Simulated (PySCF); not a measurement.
## How methods differ on the excitation energy of Zn²⁺

Zn²⁺ [Ar] 3d10 (1S) → Zn²⁺ [Ar] 3d9 4p1 (high-spin determinant), as a difference of total energies. Computed with PySCF 2.14 in ANO-RCC-VTZP (6s5p3d2f1g, 59 functions), with the spin-free X2C one-electron Hamiltonian (Gaussian nucleus). Correlated levels: valence: [Ar] frozen. The calculations carry no spin-orbit coupling.

```tsv
method	excitation energy (eV)
UHF	15.313
MP2 (valence)	17.770
SCS-MP2 (valence)	17.531
CCSD (valence)	17.111
CCSD(T) (valence)	17.202
```

How much does correlation contribute at CCSD(T) (valence)?

17.202 − (15.313) = 1.889 eV, measured against UHF.

A first-order spin-orbit estimate (lowest level to lowest level, LS coupling) adds -0.095 eV.

The basis was made for the ground configuration and has no added diffuse functions, so the excitation energy can come out too high.

The determinant of the upper state mixes LS terms, which raises its energy above the lowest term, most at the Hartree-Fock and MP2 levels.
